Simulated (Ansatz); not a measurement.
Si₆Ge⁻. Total charge -1; doublet. Geometry PBE-D4/def2-SVPD.

```xyz
7

Si   -0.086   -1.335    1.443
Si   -2.120    0.594   -1.527
Si    0.236    1.375   -1.666
Si    1.324    0.322    0.122
Si   -0.531   -1.038   -0.937
Si    2.290   -0.886    1.837
Ge   -1.113    0.968    0.727
```

The structure comes from a short search, and lower isomers may exist.

Estimate the α-spin orbital energies around the gap (eV) in Ansatz with PBE-D4/def2-TZVPD, r2SCAN-D4/def2-TZVPD, B97M-V/def2-TZVPD, PBE0-D4/def2-TZVPD.


```csv
orbital,PBE-D4/def2-TZVPD,r2SCAN-D4/def2-TZVPD,B97M-V/def2-TZVPD,PBE0-D4/def2-TZVPD
HOMO−5,-2.50,-2.73,-2.73,-3.35
HOMO−4,-2.25,-2.49,-2.45,-3.07
HOMO−3,-1.98,-2.20,-2.14,-2.75
HOMO−2,-1.59,-1.77,-1.83,-2.41
HOMO−1,-1.15,-1.30,-1.34,-1.88
HOMO,-0.78,-1.06,-0.89,-1.54
LUMO,0.76,0.76,0.80,1.33
LUMO+1,1.19,1.27,1.27,1.78
LUMO+2,1.39,1.48,1.45,1.98
LUMO+3,1.74,1.93,1.82,2.32
LUMO+4,2.15,2.45,2.25,2.74
LUMO+5,2.26,2.52,2.36,2.86
β HOMO,-1.10,-1.26,-1.28,-1.83
β LUMO,-0.06,0.10,0.04,0.62
```
